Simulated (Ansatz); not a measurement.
AsH5Si (`[SiH3][AsH2]`) at its PBE0-D4/def2-TZVP geometry, where that method's forces vanish. The species carries charge 0 and has multiplicity 1.

```xyz
7

Si   -0.7473    0.3261    0.2779
As    0.8023   -1.1370   -0.7476
H    -1.4747   -0.4304    1.3301
H    -1.7209    0.7697   -0.7535
H    -0.1123    1.5209    0.8913
H     1.7428   -1.0656    0.4480
H     1.5101    0.0163   -1.4463
```

Question: What forces (eV/Å) does r2SCAN-D4/def2-TZVPP give on these atoms in the Gaussian-basis code of Ansatz? (Estimate.)

Answer: Computed: 
```
Si1 -0.012  0.023  0.015
As2  0.031 -0.002 -0.006
H3   0.013  0.019 -0.022
H4   0.019 -0.009  0.024
H5  -0.025 -0.016 -0.007
H6  -0.017  0.009 -0.031
H7  -0.009 -0.024  0.026
```
